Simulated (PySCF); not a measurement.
GaCl2I, SMILES [Cl][Ga]([Cl])[I].

The structure is a stationary point at B3LYP-D3(BJ)/def2-SVP. The def2 effective core potentials stand for the cores of I; spin–orbit coupling is left out.

Method: PBE/def2-TZVP (PySCF).

Isolated molecule, no solvent.

Problem. Estimate the frontier levels, gap, dipole moment and polarisability. (An estimate is asked for; the answer gives what the named calculation found.)

Solution. 
- highest occupied level = -7.12 eV
- lowest empty level = -3.25 eV
- orbital gap = 3.87 eV
- dipole moment = 1.02 D
- quadrupole, principal values (traceless, Buckingham form, about the centre of nuclear charge) = -3.99, 0.05, 3.95 D·Å
- mean static polarisability = 86.3 bohr³ (12.79 Å³)
- polarisability, principal values = 57.7, 88.3, 113.0 bohr³
